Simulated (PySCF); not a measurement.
CH₄BCl, SMILES BCCl, singlet at its CAM-B3LYP/def2-SVP optimised geometry (Å):

```
7

B      0.8525    -0.2628     0.0000
C     -0.7021    -0.2628     0.0000
Cl    -1.5070     1.3377     0.0000
H      1.5070     0.7463     0.0005
H      1.4031    -1.3377    -0.0005
H     -1.0621    -0.8311    -0.8749
H     -1.0620    -0.8312     0.8749
```

Level of theory: PySCF 2.14.0 with CAM-B3LYP/def2-TZVP. Cells within 0.4 Å of a nucleus heavier than hydrogen are left out (blank, or x).

Map of the deformation density (molecule minus spherical neutral atoms) (e/bohr³) on the plane z = 0.0 Å:

```
|222222222222222222222222222|
|222222222222222222222222222|
|222222222222222222222222222|
|222222222222222222222222222|
|222222222222222222222222222|
|222222111222222222222222222|
|222221101222222222222222222|
|222222101332222222222222222|
|2222222xxx32222222122222222|
|2222234xxx11112222211222222|
|222222322122111234522222222|
|222222212342222258932222222|
|222222222332333369732222222|
|2222222111xx787xx7432222222|
|2222221112xxx98xxx322222222|
|22222221235x3555x7422222222|
|222222212221122379632222222|
|222222222211112359732222222|
|222222222111112234322222222|
|222222222221122222112222222|
|222222222222222222222222222|
|222222222222222222222222222|
|222222222222222222222222222|
|222222222222222222222222222|
|222222222222222222222222222|
|222222222222222222222222222|
|222222222222222222222222222|
```
Scale: ten equal steps from -0.029 (start of '0') to 0.096 (end of '9'), in the order '0123456789'; x runs from -4.00 to 4.00, y from -4.00 (bottom) to 4.00 (top).
